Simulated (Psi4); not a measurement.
Psi4 input (wB97X-D/6-311+G**):

```
memory 1500 MB

molecule {
0 1
F     1.62366900   -0.70877100    0.00655200
C     0.62960400    0.19732900   -0.01250100
C    -0.62960400   -0.19732900    0.01250100
F    -1.62366900    0.70877100   -0.00655200
H     0.96175400    1.22502700   -0.04851800
H    -0.96175400   -1.22502700    0.04851800
symmetry c1
no_reorient
no_com
}

set {
  basis 6-311+G**
  reference rks
  scf_type pk
  dft_radial_points 99
  dft_spherical_points 590
  e_convergence 1e-8
  d_convergence 1e-7
  maxiter 150
}

e = energy('wb97x-d')
print_out(f'\nFINAL {e:.10f} DIPOLE {variable("CURRENT DIPOLE")[0]:.6f} {variable("CURRENT DIPOLE")[1]:.6f} {variable("CURRENT DIPOLE")[2]:.6f}\n')
```

Output:

```
   => Loading Basis Set <=

    Name: 6-311+G**
    Role: ORBITAL
    Keyword: BASIS
    atoms 1, 4 entry F          line   192 file 6-311pgss.gbs
    atoms 2-3  entry C          line   129 file 6-311pgss.gbs
    atoms 5-6  entry H          line    42 file 6-311pgss.gbs

   => WB97X-D: Empirical Dispersion <=

    Chai and Head-Gordon Dispersion Correction
    Chai, J.-D.; Head-Gordon, M. (2010), J. Chem. Phys., 132: 6615-6620

        s6 =       1.000000

         ---------------------------------------------------------
                                   SCF
               by Justin Turney, Rob Parrish, Andy Simmonett
                          and Daniel G. A. Smith
                              RKS Reference
         ---------------------------------------------------------

  ==> Geometry <==

    Molecular point group: c1
    Full point group: Ci

    Geometry (in Angstrom), charge = 0, multiplicity = 1:

       Center              X                  Y                   Z               Mass
    ------------   -----------------  -----------------  -----------------  -----------------
         F            1.623669000000    -0.708771000000     0.006552000000    18.998403162730
         C            0.629604000000     0.197329000000    -0.012501000000    12.000000000000
         C           -0.629604000000    -0.197329000000     0.012501000000    12.000000000000
         F           -1.623669000000     0.708771000000    -0.006552000000    18.998403162730
         H            0.961754000000     1.225027000000    -0.048518000000     1.007825032230
         H           -0.961754000000    -1.225027000000     0.048518000000     1.007825032230

  Running in c1 symmetry.

  Rotational constants: A =      1.92925  B =      0.13393  C =      0.12524 [cm^-1]
  Rotational constants: A =  57837.39797  B =   4015.13178  C =   3754.49114 [MHz]
  Nuclear repulsion =  111.041704999651103

  Charge       = 0
  Multiplicity = 1
  Electrons    = 32
  Nalpha       = 16
  Nbeta        = 16

  ==> Algorithm <==

  SCF Algorithm Type is PK.
  DIIS enabled.
  MOM disabled.
  Fractional occupation disabled.
  Guess Type is SAD.
  Energy threshold   = 1.00e-08
  Density threshold  = 1.00e-07
  Integral threshold = 1.00e-12

  ==> Primary Basis <==

  Basis Set: 6-311+G**
    Blend: 6-311+G**
    Number of shells: 48
    Number of basis functions: 100
    Number of Cartesian functions: 104
    Spherical Harmonics?: true
    Max angular momentum: 2

  ==> DFT Potential <==

   => LibXC <=

    Version 7.1.2
    S. Lehtola, C. Steigemann, M. J. T. Oliveira, and M. A. L. Marques,  SoftwareX 7, 1–5 (2018) (10.1016/j.softx.2017.11.002)

   => Composite Functional: WB97X-D <=

    wB97X-D Hyb-GGA Exchange-Correlation Functional

    J.-D. Chai and M. Head-Gordon,  Phys. Chem. Chem. Phys. 10, 6615–6620 (2008) (10.1039/B810189B)

    Deriv               =              1
    GGA                 =           TRUE
    Meta                =          FALSE

    Exchange Hybrid     =           TRUE
    MP2 Hybrid          =          FALSE

   => Exchange-Correlation Functionals <=

    1.0000   wB97X-D range-separated functional

   => Exact (HF) Exchange <=

    0.7780            HF,LR [omega = 0.2000]
    0.2220               HF

   => LibXC Density Thresholds  <==

    XC_HYB_GGA_XC_WB97X_D:  1.00E-14

   => Molecular Quadrature <=

    Radial Scheme          =       TREUTLER
    Pruning Scheme         =           NONE
    Nuclear Scheme         =       TREUTLER

    Blocking Scheme        =         OCTREE
    BS radius alpha        =              1
    Pruning alpha          =              1
    Radial Points          =             99
    Spherical Points       =            590
    Total Points           =         338990
    Total Blocks           =           2490
    Max Points             =            256
    Max Functions          =             95
    Weights Tolerance      =       1.00E-15

  ==> Integral Setup <==

  Using in-core PK algorithm.
   Calculation information:
      Number of atoms:                   6
      Number of AO shells:              48
      Number of primitives:             88
      Number of atomic orbitals:       104
      Number of basis functions:       100

      Integral cutoff                 1.00e-12
      Number of threads:                 1

  Performing in-core PK
  Using 38261325 doubles for integral storage.
  We computed 634259 shell quartets total.
  Whereas there are 692076 unique shell quartets.

  Computing range-separated integrals for PK
  We computed 634259 wK shell quartets total.
  Whereas there are 692076 wK unique shell quartets.

  ==> DiskJK: Disk-Based J/K Matrices <==

    J tasked:                  Yes
    K tasked:                  Yes
    wK tasked:                 Yes
    Omega:               2.000E-01
    Schwarz Cutoff:          1E-12


  Cached 33.3% of DFT collocation blocks in 0.262 [GiB].

  Minimum eigenvalue in the overlap matrix is 1.3138348106E-04.
  Reciprocal condition number of the overlap matrix is 1.7465069927E-05.
    Using symmetric orthogonalization.

  ==> Pre-Iterations <==

  SCF Guess: Superposition of Atomic Densities via on-the-fly atomic UHF (no occupation information).

   -------------------------
    Irrep   Nso     Nmo
   -------------------------
     A        100     100
   -------------------------
    Total     100     100
   -------------------------

  ==> Iterations <==

                        Total Energy        Delta E     RMS |[F,P]|

   @RKS iter SAD:  -276.44649540451366   -2.76446e+02   0.00000e+00
   @RKS iter   1:  -276.98297369075664   -5.36478e-01   4.08413e-03 ADIIS/DIIS
   @RKS iter   2:  -277.03336203797198   -5.03883e-02   2.48026e-03 ADIIS/DIIS
   @RKS iter   3:  -277.05236212510198   -1.90001e-02   4.59285e-04 ADIIS/DIIS
   @RKS iter   4:  -277.05287937641498   -5.17251e-04   1.88095e-04 ADIIS/DIIS
   @RKS iter   5:  -277.05300096755400   -1.21591e-04   3.16704e-05 DIIS
   @RKS iter   6:  -277.05300609503439   -5.12748e-06   2.54365e-06 DIIS
   @RKS iter   7:  -277.05300619546711   -1.00433e-07   5.10990e-07 DIIS
   @RKS iter   8:  -277.05300619918825   -3.72114e-09   1.00661e-07 DIIS
   @RKS iter   9:  -277.05300619930011   -1.11868e-10   1.66539e-08 DIIS
  Energy and wave function converged.

  ==> Post-Iterations <==

   Electrons on quadrature grid:
      Ntotal   =   32.0000002246 ; deviation = 2.246e-07

    Orbital Energies [Eh]
    ---------------------

    Doubly Occupied:

       1A    -24.835810     2A    -24.835806     3A    -10.384040
       4A    -10.383063     5A     -1.351300     6A     -1.347033
       7A     -0.892529     8A     -0.733296     9A     -0.659122
      10A     -0.644769    11A     -0.585424    12A     -0.584106
      13A     -0.557938    14A     -0.514229    15A     -0.474966
      16A     -0.354712

    Virtual:

      17A      0.065245    18A      0.074917    19A      0.076985
      20A      0.088283    21A      0.113812    22A      0.124851
      23A      0.146865    24A      0.159785    25A      0.176296
      26A      0.219338    27A      0.241499    28A      0.242112
      29A      0.316090    30A      0.319343    31A      0.327233
      32A      0.349128    33A      0.371045    34A      0.383738
      35A      0.416788    36A      0.432307    37A      0.462328
      38A      0.500831    39A      0.555143    40A      0.590806
      41A      0.601657    42A      0.646701    43A      0.674697
      44A      0.749525    45A      0.822127    46A      0.826930
      47A      0.875624    48A      0.940095    49A      1.118099
      50A      1.173246    51A      1.302513    52A      1.351887
      53A      1.408134    54A      1.423552    55A      1.439170
      56A      1.447048    57A      1.530214    58A      1.558108
      59A      1.566839    60A      1.639321    61A      1.713503
      62A      1.757447    63A      1.884090    64A      1.944390
      65A      2.006623    66A      2.028442    67A      2.074575
      68A      2.088266    69A      2.183267    70A      2.357659
      71A      2.475319    72A      2.694039    73A      2.721039
      74A      2.739063    75A      2.904074    76A      2.930168
      77A      3.193830    78A      3.261769    79A      3.581384
      80A      3.855749    81A      3.871331    82A      3.882970
      83A      3.891756    84A      4.001352    85A      4.037972
      86A      4.088271    87A      4.160382    88A      4.238725
      89A      4.850432    90A      4.935118    91A      6.383311
      92A      6.385544    93A      6.425138    94A      6.436633
      95A      6.689932    96A      6.860978    97A     23.727140
      98A     24.342660    99A     66.877152   100A     66.895486

    Final Occupation by Irrep:
              A
    DOCC [    16 ]
    NA   [    16 ]
    NB   [    16 ]

  @RKS Final Energy:  -277.05300619930011

   => Energetics <=

    Nuclear Repulsion Energy =            111.0417049996511025
    One-Electron Energy =                -602.3665262752838316
    Two-Electron Energy =                 237.0564739254563733
    DFT Exchange-Correlation Energy =     -22.7837319163741547
    Empirical Dispersion Energy =          -0.0009269327495643
    VV10 Nonlocal Energy =                  0.0000000000000000
    Total Energy =                       -277.0530061993001141

Computation Completed

Properties will be evaluated at   0.000000,   0.000000,   0.000000 [a0]

Properties computed using the SCF density matrix

 Multipole Moments:

 ------------------------------------------------------------------------------------
     Multipole            Electronic (a.u.)      Nuclear  (a.u.)        Total (a.u.)
 ------------------------------------------------------------------------------------

 L = 1.  Multiply by 2.5417464519 to convert [e a0] to [Debye]
 Dipole X            :          0.0000000           -0.0000000            0.0000000
 Dipole Y            :         -0.0000000            0.0000000           -0.0000000
 Dipole Z            :         -0.0000000            0.0000000           -0.0000000
 Magnitude           :                                                    0.0000000

 ------------------------------------------------------------------------------------

FINAL -277.0530061993 DIPOLE 0.000000 -0.000000 -0.000000

*** Psi4 exiting successfully. Buy a developer a beer!
```

The geometry given is a B3LYP-D3(BJ)/def2-TZVP minimum.
